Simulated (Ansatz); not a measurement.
Ansatz results at the PBE0-D4/def2-TZVP geometry: HOMO energy (PBE0/def2-TZVPP) -7.56 eV; size of the dipole moment (B3LYP/def2-TZVPP) 1.42 D; LUMO energy (B3LYP/def2-TZVPP) -1.06 eV.

(1) Which molecule gave them?
A. `F[SiH](F)[AlH2]`
B. `CB(C)[SiH2]N`
C. `[BH]1[Se][SnH2]1`
D. `C=C([SiH3])Br`

## Answers

(1) D. The others give `CB(C)[SiH2]N`: -6.52, 1.82, -1.31; `F[SiH](F)[AlH2]`: -7.84, 1.84, -2.72; `[BH]1[Se][SnH2]1`: -6.74, 1.50, -2.05.

B3LYP here is the variant with VWN-RPA as its local correlation; programs differ in this.
